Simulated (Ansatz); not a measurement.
```yaml
atoms:
  - { symbol: Cr, position_ang: [0.0000, 0.0000, 0.0000] }
  - { symbol: C, position_ang: [0.0000, 0.0000, 1.6300] }
```

Basis set: pcseg-2 (spherical functions). Charge 0, multiplicity 3.

Computed with Ansatz (development build ahead of 0.2.0); each method stands on the lowest determinant of its kind that the runs found. Restricted functionals stand beside restricted open-shell atoms, which can lie above the unrestricted atoms usual in DFT and then raise those values.

The atomization energy at this shape (free ground-state atoms in the same class of orbitals less the molecule, no zero-point energy) of triplet CrC:

| method | atomization energy |
| --- | --- |
| r²SCAN (unrestricted) | 66.36 kcal/mol |
| PBE (restricted open-shell) | 82.13 kcal/mol |
| PBE0 (unrestricted) | 59.34 kcal/mol |
| UHF | -11.94 kcal/mol |

(1) What does PBE0 (restricted open-shell) give?

## Answers

(1) 41.08 kcal/mol. Caution: another spin multiplicity may lie lower. Caution for r²SCAN (unrestricted), PBE0 (unrestricted), UHF: the unrestricted determinant is a mixture of spin states. Caution for PBE (restricted open-shell): no unrestricted run beside it, a lower state can exist. Caution for PBE0 (restricted open-shell): an unrestricted determinant lies well below.

The shape needn't be a minimum at these levels.
